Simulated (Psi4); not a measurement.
Method: Psi4 1.11 with SAPT0/jun-cc-pVDZ, frozen core.

Psi4 input:

```
molecule {
0 1
C -0.00573514 0.00085222 0.00089663
O 1.16821969 -0.17276477 -0.16911121
H -0.71864271 -0.84264407 0.08363309
H -0.44384184 1.01455662 0.08458148
--
0 1
Si 1.03046996 0.22872080 3.48482807
Si 3.15801536 0.34558119 2.50714670
H 0.75471906 1.45931849 4.26560923
H 0.94606149 -0.93911592 4.39535713
H -0.01018252 0.08901543 2.43718464
H 4.19871474 0.48527412 3.55474242
H 3.24239628 1.51341891 1.59661670
H 3.43372167 -0.88501463 1.72634677
units angstrom
symmetry c1
no_reorient
no_com
}
set basis jun-cc-pvdz
set scf_type df
set freeze_core true
energy('sapt0')
```

Part of the output:

```
    SAPT Results
  --------------------------------------------------------------------------------------------------------
    Electrostatics                 -5.06552146 [mEh]      -3.17866270 [kcal/mol]     -13.29952475 [kJ/mol]
      Elst10,r                     -5.06552146 [mEh]      -3.17866270 [kcal/mol]     -13.29952475 [kJ/mol]

    Exchange                       11.21049051 [mEh]       7.03468900 [kcal/mol]      29.43313879 [kJ/mol]
      Exch10                       11.21049051 [mEh]       7.03468900 [kcal/mol]      29.43313879 [kJ/mol]
      Exch10(S^2)                  11.12424471 [mEh]       6.98056894 [kcal/mol]      29.20670046 [kJ/mol]

    Induction                      -2.11144056 [mEh]      -1.32494895 [kcal/mol]      -5.54358642 [kJ/mol]
      Ind20,r                      -4.58045686 [mEh]      -2.87428007 [kcal/mol]     -12.02598783 [kJ/mol]
      Exch-Ind20,r                  3.49027794 [mEh]       2.19018247 [kcal/mol]       9.16372346 [kJ/mol]
      delta HF,r (2)               -1.02126163 [mEh]      -0.64085135 [kcal/mol]      -2.68132205 [kJ/mol]

    Dispersion                     -4.22137405 [mEh]      -2.64895221 [kcal/mol]     -11.08321605 [kJ/mol]
      Disp20                       -4.90859147 [mEh]      -3.08018765 [kcal/mol]     -12.88750512 [kJ/mol]
      Exch-Disp20                   0.68721741 [mEh]       0.43123544 [kcal/mol]       1.80428907 [kJ/mol]
      Disp20 (SS)                  -2.45429573 [mEh]      -1.54009382 [kcal/mol]      -6.44375256 [kJ/mol]
      Disp20 (OS)                  -2.45429573 [mEh]      -1.54009382 [kcal/mol]      -6.44375256 [kJ/mol]
      Exch-Disp20 (SS)              0.38040600 [mEh]       0.23870837 [kcal/mol]       0.99875580 [kJ/mol]
      Exch-Disp20 (OS)              0.30681142 [mEh]       0.19252707 [kcal/mol]       0.80553327 [kJ/mol]

  Total HF                          4.03352850 [mEh]       2.53107735 [kcal/mol]      10.59002762 [kJ/mol]
  Total SAPT0                      -0.18784555 [mEh]      -0.11787486 [kcal/mol]      -0.49318843 [kJ/mol]
```
